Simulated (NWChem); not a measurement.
All runs are NWChem calculations. System: ClTl, charge 0, spin multiplicity 1, at a geometry optimised with PBE0/def2-SVP with def2 effective core potentials on Tl. The structure started from a generated list of species. Level: r2SCAN/def2-QZVP with def2 effective core potentials on Tl.

The NWChem input:

```
start mol
memory heap 200 mb stack 900 mb global 1100 mb
geometry units angstroms nocenter noautoz
  Tl     0.000000     0.000000    -0.437060
  Cl     0.000000     0.000000     2.082462
  symmetry group C2v
end
basis spherical
  * library def2-qzvp
end
ecp
  Tl library def2-ecp
end
dft
  xc r2scan
  semidirect memsize 60000000 filesize 0
  iterations 100
  grid fine
end
task dft energy
```

NWChem printed:

```
             Northwest Computational Chemistry Package (NWChem) 7.3.0
             --------------------------------------------------------

                                NWChem Input Module
                                -------------------

 Scaling coordinates for geometry "geometry" by  1.889725989
 (inverse scale =  0.529177249)

 Turning off AUTOSYM since
 SYMMETRY directive was detected!

                             Geometry "geometry" -> ""
                             -------------------------

 Output coordinates in angstroms (scale by  1.889725989 to convert to a.u.)

  No.       Tag          Charge          X              Y              Z
 ---- ---------------- ---------- -------------- -------------- --------------
    1 Tl                  81.0000     0.00000000     0.00000000    -0.43706000
    2 Cl                  17.0000     0.00000000     0.00000000     2.08246200

 Effective nuclear repulsion energy (a.u.)     289.2124267510

            Nuclear Dipole moment (a.u.)
            ----------------------------
        X                 Y               Z
 ---------------- ---------------- ----------------
     0.0000000000     0.0000000000    -0.0000113384

      Symmetry information
      --------------------

 Group name             C2v
 Group number             16
 Group order               4
 No. of unique centers     2

      Symmetry unique atoms

     1    2


 Summary of "ao basis" -> "" (spherical)
 ------------------------------------------------------------------------------
       Tag                 Description            Shells   Functions and Types
 ---------------- ------------------------------  ------  ---------------------
 *                         def2-qzvp                  on all atoms

                                 NWChem DFT Module
                                 -----------------

 Summary of "ao basis" -> "ao basis" (spherical)
 ------------------------------------------------------------------------------
       Tag                 Description            Shells   Functions and Types
 ---------------- ------------------------------  ------  ---------------------
 Tl                        def2-qzvp                22       82   7s6p4d4f1g
 Cl                        def2-qzvp                22       70   9s6p4d2f1g

 Summary of "ao basis" -> "ao basis" (spherical)
 ------------------------------------------------------------------------------
       Tag                 Description            Shells   Functions and Types
 ---------------- ------------------------------  ------  ---------------------
 Tl                        def2-qzvp                22       82   7s6p4d4f1g
 Cl                        def2-qzvp                22       70   9s6p4d2f1g

      Symmetry analysis of basis
      --------------------------

        a1         62
        a2         18
        b1         36
        b2         36

            General Information
            -------------------
          SCF calculation type: DFT
          Wavefunction type:  closed shell.
          No. of atoms     :     2
          No. of electrons :    38
           Alpha electrons :    19
            Beta electrons :    19
          Charge           :     0
          Spin multiplicity:     1
          Use of symmetry is: on ; symmetry adaption is: on
          Maximum number of iterations: 100
          AO basis - number of functions:   152
                     number of shells:    44
          Convergence on energy requested:  1.00D-06
[...]
 !! scf_movecs_sym_adapt:   72 vectors were symmetry contaminated

 d= 0,ls=0.0,diis     9   -632.8747046444 -1.41D-06  3.67D-06  8.26D-07    23.0

 !! scf_movecs_sym_adapt:   72 vectors were symmetry contaminated

  Symmetry fudging

 !! scf_movecs_sym_adapt:   72 vectors were symmetry contaminated

 d= 0,ls=0.0,diis    10   -632.8747047532 -1.09D-07  9.64D-07  1.59D-08    23.7

         Total DFT energy =     -632.874704753195
      One electron energy =    -1087.850480236448
           Coulomb energy =      423.287584079489
    Exchange-Corr. energy =      -43.292808124278
 Nuclear repulsion energy =       74.980999528042

 Numeric. integr. density =       38.000000005689

     Total iterative time =     18.9s

                  Occupations of the irreducible representations
                  ----------------------------------------------

                     irrep           alpha         beta
                     --------     --------     --------
                     a1               10.0         10.0
                     a2                1.0          1.0
                     b1                4.0          4.0
                     b2                4.0          4.0

                       DFT Final Molecular Orbital Analysis
                       ------------------------------------

 Vector   17  Occ=2.000000D+00  E=-2.527912D-01  Symmetry=b2
              MO Center= -2.2D-16,  3.7D-17,  2.0D+00, r^2= 1.5D+00
   Bfn.  Coefficient  Atom+Function         Bfn.  Coefficient  Atom+Function
  ----- ------------  ---------------      ----- ------------  ---------------
   105      0.416384  2 Cl py               102      0.378371  2 Cl py
    93     -0.267749  2 Cl py               108      0.197841  2 Cl py
    99      0.143737  2 Cl py                27     -0.077063  1 Tl d -1
    18      0.070286  1 Tl py                 9     -0.054585  1 Tl py
    21      0.037281  1 Tl py                15      0.031160  1 Tl py

 Vector   18  Occ=2.000000D+00  E=-2.527912D-01  Symmetry=b1
              MO Center= -1.2D-15, -3.3D-17,  2.0D+00, r^2= 1.5D+00
   Bfn.  Coefficient  Atom+Function         Bfn.  Coefficient  Atom+Function
  ----- ------------  ---------------      ----- ------------  ---------------
   104      0.416384  2 Cl px               101      0.378371  2 Cl px
    92     -0.267749  2 Cl px               107      0.197841  2 Cl px
    98      0.143737  2 Cl px                29      0.077063  1 Tl d  1
    17      0.070286  1 Tl px                 8     -0.054585  1 Tl px
    20      0.037281  1 Tl px                14      0.031160  1 Tl px

 Vector   19  Occ=2.000000D+00  E=-2.474739D-01  Symmetry=a1
              MO Center=  2.2D-15, -2.1D-15,  1.0D+00, r^2= 3.9D+00
   Bfn.  Coefficient  Atom+Function         Bfn.  Coefficient  Atom+Function
  ----- ------------  ---------------      ----- ------------  ---------------
   106      0.362786  2 Cl pz               103      0.331922  2 Cl pz
     6      0.307936  1 Tl s                 94     -0.232956  2 Cl pz
     5      0.224182  1 Tl s                  3     -0.218769  1 Tl s
    19     -0.172943  1 Tl pz               109      0.172440  2 Cl pz
    10      0.151202  1 Tl pz                28      0.142021  1 Tl d  0

 Vector   20  Occ=0.000000D+00  E=-8.009961D-02  Symmetry=b2
              MO Center=  3.8D-19,  8.4D-16, -4.2D-01, r^2= 4.2D+00
   Bfn.  Coefficient  Atom+Function         Bfn.  Coefficient  Atom+Function
  ----- ------------  ---------------      ----- ------------  ---------------
    18      0.462068  1 Tl py                21      0.425323  1 Tl py
     9     -0.300658  1 Tl py                15      0.180357  1 Tl py
    24      0.138049  1 Tl py               108     -0.128732  2 Cl py
   102     -0.110729  2 Cl py               105     -0.087272  2 Cl py
    93      0.067673  2 Cl py                12     -0.052220  1 Tl py

 Vector   21  Occ=0.000000D+00  E=-8.009961D-02  Symmetry=b1
              MO Center= -1.0D-15,  1.8D-18, -4.2D-01, r^2= 4.2D+00
   Bfn.  Coefficient  Atom+Function         Bfn.  Coefficient  Atom+Function
  ----- ------------  ---------------      ----- ------------  ---------------
    17      0.462068  1 Tl px                20      0.425323  1 Tl px
     8     -0.300658  1 Tl px                14      0.180357  1 Tl px
    23      0.138049  1 Tl px               107     -0.128732  2 Cl px
   101     -0.110729  2 Cl px               104     -0.087272  2 Cl px
    92      0.067673  2 Cl px                11     -0.052220  1 Tl px

 Vector   22  Occ=0.000000D+00  E=-8.469521D-03  Symmetry=a1
              MO Center=  7.8D-15,  5.2D-15, -4.6D-01, r^2= 6.6D+00
   Bfn.  Coefficient  Atom+Function         Bfn.  Coefficient  Atom+Function
  ----- ------------  ---------------      ----- ------------  ---------------
    19      0.416020  1 Tl pz                25      0.375340  1 Tl pz
    22      0.359374  1 Tl pz                 5      0.281349  1 Tl s
    10     -0.231368  1 Tl pz                91     -0.224629  2 Cl s
   106      0.174923  2 Cl pz               109      0.160574  2 Cl pz
   103      0.157306  2 Cl pz                90     -0.140559  2 Cl s

 center of mass
 --------------
 x =   0.00000000 y =   0.00000000 z =  -0.13203525

 moments of inertia (a.u.)
 ------------------
         677.183627005485           0.000000000000           0.000000000000
           0.000000000000         677.183627005485           0.000000000000
           0.000000000000           0.000000000000           0.000000000000

     Multipole analysis of the density
     ---------------------------------

     L   x y z        total         alpha         beta         nuclear
     -   - - -        -----         -----         ----         -------
     0   0 0 0     -0.000000    -19.000000    -19.000000     38.000000

     1   1 0 0     -0.000000     -0.000000     -0.000000      0.000000
     1   0 1 0     -0.000000     -0.000000     -0.000000      0.000000
     1   0 0 1     -1.784356    -25.669882    -25.669882     49.555407

     2   2 0 0    -27.112229    -13.556114    -13.556114      0.000000
     2   1 1 0     -0.000000     -0.000000     -0.000000      0.000000
     2   1 0 1     -0.000000     -0.000000     -0.000000      0.000000
     2   0 2 0    -27.112229    -13.556114    -13.556114      0.000000
     2   0 1 1     -0.000000     -0.000000     -0.000000      0.000000
     2   0 0 2    -35.153224   -156.374001   -156.374001    277.594777

 Task  times  cpu:       23.7s     wall:       23.7s

 Total times  cpu:       23.8s     wall:       23.8s
```
